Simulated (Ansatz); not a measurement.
C10H7N3, SMILES C1=CC2=NC=CC3=CC=NC(=C1)N32.

Geometry: PBE-D3(BJ)/def2-SVP.

Two levels are set side by side: PBE/def2-SVPD (Ansatz, a program for electronic structure) and PBE0/def2-SVPD (Ansatz). Energy differences of separate SCF runs at the same geometry; the states with an electron removed or added have multiplicity 2 and 2. Differences are taken from unrounded values.

| quantity | PBE |
|---|---|
| vertical ionisation energy (eV) | 6.83 |
| vertical electron affinity (eV) | 0.75 |
| vertical singlet–triplet gap (eV) | 1.49 |

These are the PBE values. What does PBE0 give? (The exact figures need the calculation; the answer reports its results.)


```json
[
 {"quantity": "vertical ionisation energy (eV)", "PBE0": "6.77", "PBE minus PBE0": "0.06"},
 {"quantity": "vertical electron affinity (eV)", "PBE0": "0.74", "PBE minus PBE0": "0.01"},
 {"quantity": "vertical singlet–triplet gap (eV)", "PBE0": "1.54", "PBE minus PBE0": "-0.06"}
]
```
